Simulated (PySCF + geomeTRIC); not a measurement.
Species: [Hf(F)(OH)3] (charge 0, multiplicity 1).

Task: Give a relaxed geometry from BP86-D3(BJ)/def2-SVP (PySCF + geomeTRIC).

Result: One answer among several that fit: the end point of this relaxation, one of several conformers.
Cartesian coordinates (Å) in one orientation:
```xyz
8

Hf    -0.130    -0.022    -0.158
F     -0.313     0.669     1.642
O     -1.031    -1.734    -0.233
H     -1.429    -2.600    -0.381
O      1.755    -0.219    -0.552
H      2.674    -0.317    -0.828
O     -0.946     1.236    -1.382
H     -1.350     1.794    -2.057
```
